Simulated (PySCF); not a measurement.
## Name the molecule from its bond curve

A diatomic of charge 0 contains Er. Its quartet curve at PBE0 in a double-zeta basis (spin-free X2C with a Gaussian nucleus, PySCF), in eV from the separated fragments:

| R (Å) | E (eV) |
| --- | --- |
| 1.683 | -4.584 |
| 1.761 | -5.256 |
| 1.840 | -5.618 |
| 1.898 | -5.743 |
| 1.957 | -5.774 |
| 2.016 | -5.734 |
| 2.094 | -5.601 |
| 2.192 | -5.353 |
| 2.309 | -4.988 |
| 2.466 | -4.464 |

The fit gives ωe = 579 cm⁻¹ and the rotational constant Bₑ = 0.2599 cm⁻¹.

Task: Which atom is the partner?

Result: The minimum lies at 1.951 Å, so the reduced mass is 16.8576 u Å² cm⁻¹/(Bₑ·Re²) = 17.04 u. With Er at 165.93 u the partner weighs about 19.0 u: F. The molecule is ErF.

Spin–orbit coupling is left out. The state is the lowest single determinant that the PBE0 search found; with open d or f shells the true ground state can be another one.
